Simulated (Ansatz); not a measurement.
Consider the substitution at a C–C bond: `FC(F)C(Cl)Cl` + `C[SiH2]O` → `C[SiH2]OC(F)F` + `ClCCl`.

Gas-phase electronic energies from Ansatz, PBE0-D4/def2-TZVP geometries. CCSD(T)/CBS is the MP2 limit (def2-TZVPP, def2-QZVPP) plus CCSD(T) − MP2 in def2-TZVPP, frozen cores. This one scheme is used for every species. Functionals use def2-TZVPP. B3LYP here is the variant with VWN-RPA as its local correlation; programs differ in this. One conformer a species, not always the lowest.

`FC(F)C(Cl)Cl`:

Cartesian coordinates in Å:
```
F -1.362 1.049 0.485
C -0.586 0.371 -0.386
F -0.078 1.267 -1.257
C 0.558 -0.288 0.376
Cl 1.622 -1.110 -0.761
Cl -0.098 -1.402 1.571
H -1.196 -0.358 -0.927
H 1.138 0.471 0.898
```

`C[SiH2]O`:

Z-matrix (Å, degrees):
```
C
Si 1 1.863
H 1 1.093 2 111.0
H 1 1.094 2 110.2 3 119.8
H 1 1.093 2 111.5 3 -120.7
O 2 1.652 1 112.6 3 57.7
H 2 1.492 1 108.9 3 -179.5
H 2 1.483 1 110.6 3 -59.4
H 6 0.957 2 117.7 1 68.6
```

`C[SiH2]OC(F)F`:

```xyz
12

C    -1.026    1.308    0.695
Si    0.693    0.689    0.387
O     0.761   -0.341   -0.931
C     0.387   -1.629   -0.974
F    -0.627   -1.873   -0.093
F    -0.086   -1.909   -2.200
H    -1.692    0.489    0.971
H    -1.428    1.796   -0.196
H    -1.020    2.038    1.509
H     1.229   -0.029    1.574
H     1.610    1.787    0.004
H     1.199   -2.327   -0.745
```

`ClCCl`:

Z-matrix (Å, degrees):
```
C
Cl 1 1.762
Cl 1 1.762 2 112.9
H 1 1.086 2 108.1 3 119.6
H 1 1.086 2 108.1 3 -119.6
```

| level | ΔE (kJ/mol) | difference from CCSD(T)/CBS |
| --- | --- | --- |
| PBE-D4 | -11.8 | -6.0 |
| r2SCAN-D4 | -13.2 | -7.4 |
| PBE0-D4 | -13.1 | -7.3 |
| B3LYP-D4 | -15.5 | -9.7 |
| ωB97X-V | -13.8 | -8.0 |
| ωB97M-V | -11.3 | -5.5 |
| B2PLYP | -13.2 | -7.4 |
| PBE | -13.0 | -7.2 |
| r2SCAN | -13.3 | -7.5 |
| PBE0 | -14.0 | -8.2 |
| B3LYP | -17.7 | -11.9 |
| HF/def2-TZVPP | -27.0 | -21.2 |
| MP2/def2-TZVPP | -4.2 | 1.6 |
| SCS-MP2/def2-TZVPP | -7.6 | -1.8 |
| CCSD/def2-TZVPP | -10.8 | -5.0 |
| CCSD(T)/def2-TZVPP | -8.8 | -3.0 |
| HF/def2-QZVPP | -27.4 | -21.6 |
| MP2/def2-QZVPP | -2.7 | 3.1 |
| SCS-MP2/def2-QZVPP | -6.2 | -0.4 |
| HF/CBS(def2) | -27.5 | -21.7 |
| MP2/CBS(def2) | -1.3 | 4.5 |
| CCSD/CBS(def2) | -7.8 | -2.0 |
| CCSD(T)/CBS | -5.8 | 0 |

Largest T1 diagnostic among the species: 0.012.

In def2-TZVPP, CCSD(T) changes the Hartree–Fock value by +18.2 kJ/mol (the triples alone add +2.0 kJ/mol) and MP2 by +22.8 kJ/mol.
